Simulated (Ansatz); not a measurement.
C2H5FGeO can be A, `[CH3][GeH]([F])[CH]=O`, or B, `[F][GeH]1[CH2]C[O]1`.

Program: Ansatz. Geometries: PBE0-D4/def2-TZVP. ΔE: electronic, gas phase. CBS: MP2 limit from def2 TZ/QZ plus the TZ coupled-cluster correction, frozen cores. DFT in def2-TZVPP. B3LYP here is the variant with VWN-RPA as its local correlation; programs differ in this. For Ge outer-core shells are correlated without core-valence functions, which leaves a few kJ/mol of doubt a bond. Scalar relativity is left out up to krypton. One conformer a species, not always the lowest.

(1) Which is lower in electronic energy at CCSD(T)/CBS, and by how much? (Estimate.)

(2) Give E(B) − E(A) in kJ/mol with CCSD(T)/def2-TZVPP, PBE0-D4, MP2/def2-TZVPP, B3LYP-D4, B3LYP, HF/def2-TZVPP, r2SCAN-D4. (An estimate is asked.)

Largest T1 diagnostic: 0.013.

Answers

(1) Computed: B, by 38.9 kJ/mol.

(2) Computed: CCSD(T)/def2-TZVPP -34.1, PBE0-D4 -40.0, MP2/def2-TZVPP -43.3, B3LYP-D4 -20.1, B3LYP -17.8, HF/def2-TZVPP -16.4, r2SCAN-D4 -34.4. None reverses the order clearly.

From PBE to PBE0 (25 % exact exchange), in def2-TZVPP and without D4, E(B) − E(A) moves by −10.5 kJ/mol. In def2-TZVPP, CCSD(T) changes the Hartree–Fock value by −17.7 kJ/mol (the triples alone add −0.7 kJ/mol) and MP2 by −26.9 kJ/mol.
